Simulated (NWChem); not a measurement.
CH$_{2}$NS, doublet; SMILES S=[C]N

```xyz
5

N      0.1387     1.5959     0.0000
C     -0.4254     0.4107     0.0000
S      0.0535    -1.1121     0.0000
H      1.1520     1.7214     0.0000
H     -0.4274     2.4366     0.0000
```
Atoms are numbered in this order, from 1.

Program: NWChem. Pople sets run with spherical d functions. Spin-unrestricted. In the optimisation the excess spin sits in a' (Cs, its own frame). Structure relaxed at the PBE0/def2-SVP, spin-unrestricted level. No stability test was run on the SCF state.

For level BP86/6-31G*:

```yaml
highest occupied level (eV): -4.15
lowest empty minus highest occupied level, either spin (eV): 1.33
dipole (D): 3.97
```

What are these values for level PBE0/6-31G*?

The highest occupied level (eV) is -5.45, the lowest empty minus highest occupied level, either spin (eV) is 3.73 and the dipole (D) is 4.10.
